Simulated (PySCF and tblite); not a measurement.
Results of a calculation; reference values are marked as such.
C5H6O2, numbered as in [CH3:1][O:2][c:3]1[cH:4][cH:5][cH:6][o:7]1.

Level: B3LYP-D3(BJ)/def2-TZVP (IEF-PCM, chloroform)//PBE0-D3(BJ)/def2-SVP, thermal terms from GFN2-xTB, symmetry numbers and mirror pairs counted. Conformers within 3 kcal/mol (GFN2-xTB free energy) were kept, 8 at most. Couplings: B3LYP/pcJ-1 (gas phase; spin-dipole term only for pairs with B, N, F, Si or P). Couplings are for ¹³C, ¹H, ¹⁷O. (PySCF 2.14, tblite 0.8.)

Torsions listed: C1–O2–C3–O7. Of a mirror pair one member is shown.

| conformer | shape | weight % |
| --- | --- | --- |
| 1 | 180° | 86.0 |
| 2 | 25° | 14.0 |

**Question.** Give the couplings in each conformer and the averages at 298.15 K (pairs that fast motion interchanges averaged).

**Answer.** 
```
 coupling  pairs      1      2  average (Hz)
¹J(C1,O2)      1   19.9   21.6          20.2
³J(C1,O7)      1   -2.3   -4.1          -2.5
¹J(C1,H1)      3  149.6  150.8         149.8
⁴J(C1,H4)      1    0.7   -0.4           0.6
⁵J(C1,H6)      1    0.6    0.0           0.5
¹J(O2,C3)      1   13.3   26.3          15.1
²J(O2,C4)      1    3.1  -10.8           1.1
³J(O2,C5)      1    0.6   -1.6           0.2
³J(O2,C6)      1   -1.7    0.4          -1.4
²J(H1,O2)      3   -6.4   -6.7          -6.5
³J(O2,H4)      1    0.7    0.8           0.7
¹J(C3,C4)      1   91.9   98.5          92.8
¹J(C3,O7)      1   14.9   22.8          16.0
³J(H1,C3)      3    5.6    4.6           5.5
²J(C3,H4)      1    8.0    6.6           7.8
³J(C3,H5)      1    8.8    9.8           9.0
³J(C3,H6)      1    9.2    8.3           9.1
¹J(C4,C5)      1   59.4   59.5          59.4
²J(C4,O7)      1   -1.6   -2.1          -1.7
¹J(C4,H4)      1  186.1  188.2         186.3
²J(C4,H5)      1    5.0    4.8           5.0
³J(C4,H6)      1    5.3    5.1           5.3
¹J(C5,C6)      1   75.6   75.8          75.6
²J(C5,O7)      1    2.0    1.8           1.9
²J(H4,C5)      1    4.0    4.6           4.1
¹J(C5,H5)      1  183.1  182.6         183.0
²J(C5,H6)      1   12.9   12.6          12.8
¹J(C6,O7)      1   24.5   24.4          24.5
³J(H4,C6)      1    8.3    8.5           8.3
²J(H5,C6)      1   10.1   10.4          10.2
¹J(C6,H6)      1  216.2  216.2         216.2
³J(H4,O7)      1   -2.3   -2.5          -2.3
³J(H5,O7)      1   -2.3   -2.6          -2.4
²J(H6,O7)      1  -21.9  -21.6         -21.9
²J(H1,H1)      3  -11.4  -11.4         -11.4
³J(H4,H5)      1    3.7    3.7           3.7
⁴J(H4,H6)      1    1.0    1.0           1.0
³J(H5,H6)      1    2.6    2.6           2.6
```

Only couplings over up to 5 bonds are listed; longer-range ones, if any, are left out.

Thermal terms of a conformer that GFN2-xTB lacks, or places elsewhere, come from the nearest GFN2-xTB minimum; such a conformer stays in the set even outside the window.
